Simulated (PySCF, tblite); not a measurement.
Species: C4H14O2Si3.
Geometry (GFN2-xTB, Å), atoms numbered from 1 in this order:
```xyz
23
C4H14O2Si3 angstrom
O      3.410    0.540   -1.448
C      2.916   -0.014   -0.504
O      3.557   -0.141    0.667
C      1.527   -0.589   -0.448
C      0.571    0.523    0.010
C     -0.904    0.110    0.094
Si    -1.859    1.655    0.700
Si    -1.581   -0.390   -1.621
Si    -1.156   -1.300    1.358
H      4.431    0.277    0.623
H      1.506   -1.417    0.260
H      1.246   -0.934   -1.442
H      0.911    0.870    0.991
H      0.681    1.361   -0.686
H     -1.341    2.068    2.009
H     -3.287    1.365    0.814
H     -1.657    2.761   -0.241
H     -1.197    0.625   -2.605
H     -3.040   -0.487   -1.563
H     -1.062   -1.692   -2.055
H     -0.462   -0.960    2.604
H     -2.584   -1.474    1.627
H     -0.630   -2.578    0.865
```

Method: PBE0/pcSseg-1 in PySCF (dipole) on a GFN2-xTB geometry, gas phase.

Masses are those of the commonest isotopes; rigid-rotor values at the optimised geometry. The values belong to one conformer with, in the numbering `[O:1]=[C:2]([OH:3])[CH2:4][CH2:5][C:6]([SiH3:7])([SiH3:8])[SiH3:9]`, O1–C2–O3–H 1°, O1–C2–C4–C5 -88°, C2–C4–C5–C6 179°.

**Question.** Give the principal moments of inertia and the rotational constants in MHz.

**Answer.** Ia = 380.70, Ib = 971.81, Ic = 1012.72 u·Å²; 505379 MHz·u·Å²/I gives A = 1328, B = 520.0, C = 499.0 MHz.

**Question.** Classify the top.

**Answer.** A near-prolate asymmetric top: κ = (2 × 520.0 − 1328 − 499.0)/(1328 − 499.0) = -0.95.

**Question.** What does the inertial defect say?

**Answer.** Not planar: Δ = Ic − Ia − Ib = -339.79 u·Å². For a rigid frame Δ = −2 Σ m c², so Σ m c² = 169.89 u·Å² lies off the ab plane: 33.10 from hydrogen and 136.79 from heavier atoms. The atom farthest from that plane is 2.47 Å away.

**Question.** Which types of transition are allowed, and where do some lines up to J = 5 fall?

**Answer.** The dipole components are |μa| = 0.24 D, |μb| = 1.48 D, |μc| = 0.04 D. The squared components, which scale the intensities, stand as 0.03 : 1.00 : 0.00 (a : b : c). Some lines, for components of 0.1 D or more:

| type | branch | J(Ka,Kc) | MHz | lower level (cm⁻¹) |
| --- | --- | --- | --- | --- |
| a | R | 1(0,1) ← 0(0,0) | 1019 | 0.000 |
| a | R | 2(0,2) ← 1(0,1) | 2038 | 0.034 |
| b | R | 3(0,3) ← 2(1,2) | 2269 | 0.128 |
| b | Q | 3(2,2) ← 3(1,3) | 2517 | 0.229 |
| b | R | 4(0,4) ← 3(1,3) | 3316 | 0.229 |
| a | R | 4(2,3) ← 3(2,2) | 4076 | 0.313 |
| a | R | 4(3,2) ← 3(3,1) | 4077 | 0.450 |
| b | Q | 4(3,1) ← 4(2,2) | 4085 | 0.449 |
| a | R | 5(2,4) ← 4(2,3) | 5094 | 0.449 |
| a | R | 5(4,2) ← 4(4,1) | 5096 | 0.776 |

Its GFN2-xTB frequencies are all real (lowest 20 cm⁻¹). Zero-point vibration and centrifugal distortion are left out. A rigid rotor knows nothing of internal rotation, which can split or shift real lines.
